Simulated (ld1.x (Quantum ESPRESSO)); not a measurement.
**What one change does to a pseudopotential (tantalum (Ta), ultrasoft)**

- Element: Ta
- Generator: ld1.x (Quantum ESPRESSO) 7.5
- Type: ultrasoft
- Functional: PBE
- Relativity: scalar-relativistic
- Frozen core: [Xe] 4f14
- Valence charge: 5
- Reference configuration: 5d3 6s2 6p0
- Partial waves: 6s (bound): rcut 2.40, rcutus 2.55 bohr; 6s channel at 0.2 Ry: rcut 2.40, rcutus 2.55 bohr; 6p (bound, empty): rcut 3.40, rcutus 4.20 bohr; 6p channel at 1 Ry: rcut 3.40, rcutus 4.20 bohr; 5d (bound): rcut 1.95, rcutus 2.20 bohr; 5d channel at 0.9 Ry: rcut 1.95, rcutus 2.20 bohr
- Local potential: all-electron potential smoothed inside 3.20 bohr (lloc = -1)
- Core correction: none
- Augmentation charge: built from norm-conserving waves at rcut, not smoothed further

Change: functional LDA (PZ).

Cutoffs: the cutoffs (Ry, on a coarse ladder) from which the occupation-weighted sum of valence levels, in a spherical-Bessel basis at the reference potential, stays within 10 and 1 mRy of its value at 400 Ry; they do not see the model core or the augmentation charge, which bear on the density cutoff. Errors are all-electron minus pseudo energies relative to the spin-unpolarised reference configuration.

Task: Predict the effect on cutoff, ghosts and configuration errors.

Result: The potential gets neither clearly harder nor softer (18 Ry and 25 Ry → 18 Ry and 25 Ry); of the 7 tests that both files solve, the error grows in 2 and shrinks in 3 by more than 15 % and 0.3 meV (median size 4.6 → 7.2 meV); neither file shows a bound ghost.

| quantity | base | changed |
| --- | --- | --- |
| cutoff, loose | 18 Ry | 18 Ry |
| cutoff, tight | 25 Ry | 25 Ry |
| bound ghosts | none | none |
| tests with a reliable result | 7 of 7 | 7 of 9 (the test run stopped) |
| error for 5d3 6s1 6p0, meV [ΔE 8.47 → 8.70 eV] | +5.3 | +7.2 |
| error for 5d3 6s0 6p0, meV [ΔE 23.44 → 24.01 eV] | +103 | +63 |
| error for 5d2 6s0 6p0, meV [ΔE 47.04 → 47.94 eV] | +205 | +174 |
| error for 5d3.5 6s1.5 6p0, meV [ΔE 0.99 eV] | -2.3 | -2.5 |
| error for 5d2 6s2 6p0, meV [ΔE 7.68 → 7.91 eV] | -4.6 | +1.0 |
| error for 5d3 6s1 6p1, meV [ΔE 4.18 → 4.26 eV] | +0.3 | +0.6 |
| error for 5d3 6s0 6p1, meV [ΔE 13.55 → 13.89 eV] | -0.9 | -10 |
| s: phases at 4.55 bohr within 0.05 rad from the reference energy up to (Ry; the scan ends near 5) | 3.7 | 3.7 |
| p: phases at 4.55 bohr within 0.05 rad from the reference energy up to (Ry; the scan ends near 5) | 1.0 | 0.9 |
| d: phases at 4.55 bohr within 0.05 rad from the reference energy up to (Ry; the scan ends near 5) | to the end of the scan | to the end of the scan |
| lowest overlap eigenvalue by channel | s 0.03, p 0.58, d 1.00 | s 0.05, p 0.57, d 1.00 |
